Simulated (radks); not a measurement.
Problem. Species: Ni25+. Configuration: [He] 2s1 (the NIST ground configuration). All-electron calculation, non-relativistic Kohn-Sham, LB94 model potential, spin-polarised, spherical densities, point nucleus; open shells are filled with parallel spins first. Program: a radial shooting solver on a logarithmic mesh with Libxc functionals. Some entries of the table are withheld. Estimate them.

| orbital | occ. | eigenvalue (hartree) | <r^2> (bohr^2) |
|---|---|---|---|
| 1s up | 1 | -366.8924 | 0.003944 |
| 1s down | 1 | -366.7781 | 0.003961 |
| 2s down | 0 | -87.36138 | 0.05801 |
| 2s up | 1 | -86.91485 | 0.05876 |
| 2p down | 0 | -86.02831 | 0.04241 |
| 2p up | 0 | -85.26221 | 0.04316 |
| 3s down | 0 | -38.28478 | 0.2935 |
| 3s up | 0 | -38.21300 | 0.2942 |
| 3d up | 0 | (1) | 0.1865 |
| 3d down | 0 | (2) | 0.1861 |

Solution. 
(1) 3d up eigenvalue (hartree): -37.46666
(2) 3d down eigenvalue (hartree): -37.42300
